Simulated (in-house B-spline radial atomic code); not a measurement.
Checks on a self-consistent run for W II (W+), [Xe] (4f5/2)6 (4f7/2)7 5d4 6s2. Method: Dirac-Hartree-Fock, average of the jj configuration, Fermi nucleus of rms radius 5.3658 fm. Calculated with a radial B-spline atomic code at the basis-set limit.

```csv
orbital,q,ε (Eh),<1/r>,<r²>,small-component weight
1s1/2,2,-2572.03069,87.0372,0.000463007,0.077877
2s1/2,2,-449.60070,21.1955,0.00705562,0.017668
2p1/2,2,-429.01658,21.1168,0.00505543,0.017691
2p3/2,4,-379.20745,17.759,0.00625144,0.015981
3s1/2,2,-106.48123,7.79447,0.0459303,0.0058371
3p1/2,2,-97.36098,7.69461,0.0422832,0.0057632
3p3/2,4,-86.41078,6.83235,0.0487808,0.0052827
3d3/2,4,-71.27056,6.70491,0.037979,0.0051364
3d5/2,6,-68.89068,6.50243,0.0397388,0.0050033
4s1/2,2,-23.79527,3.25775,0.227426,0.0018988
4p1/2,2,-19.98173,3.14548,0.235134,0.0018083
4p3/2,4,-17.37691,2.86122,0.268113,0.0016409
4d3/2,4,-11.11489,2.6447,0.292518,0.0014444
4d5/2,6,-10.56680,2.57218,0.305355,0.0013934
4f5/2,6,-2.66802,2.15208,0.410299,0.0010202
4f7/2,7,-2.55732,2.12165,0.423023,0.00099822
5s1/2,2,-4.02736,1.26092,1.2678,0.00041923
5p1/2,2,-2.75745,1.14182,1.52775,0.00035282
5p3/2,4,-2.34833,1.04041,1.78408,0.00030457
5d3/2,1.6,-0.77389,0.748698,3.51456,0.00016329
5d5/2,2.4,-0.73809,0.722134,3.75249,0.00015218
6s1/2,2,-0.56409,0.427863,9.80772,5.5533e-05
```

Electron-electron repulsion V_ee = 5958.9078 hartree.

**Question.** What total energy follows from the eigenvalues?

**Answer.** The eigenvalues count the repulsion twice, so E = Σqε - V_ee = -10195.812 - 5958.908 = -16154.720 hartree; the run printed -16154.720.

**Question.** Does the Dirac virial theorem hold?

**Answer.** For a point nucleus E = -2c²Σq·w, with w the small-component weight. Here Σq·w = 0.43002 and c = 137.0360, so the ratio E/(-2c²Σq·w) is 1.000263; the finite nucleus accounts for the departure from 1.

**Question.** What diamagnetic shielding (Lamb formula) and susceptibility (Langevin formula) do the radii give?

**Answer.** σ = (α²/3)Σq<1/r> = 544.658/(3·137.036²) = 9667.9 ppm, and χ = -0.79199×10⁻⁶·Σq<r²> = -46.1×10⁻⁶ cm³/mol with Σq<r²> = 58.207 bohr². Both are non-relativistic formulas without the paramagnetism of open shells; for so heavy an element the full relativistic shielding is larger by tens of per cent.
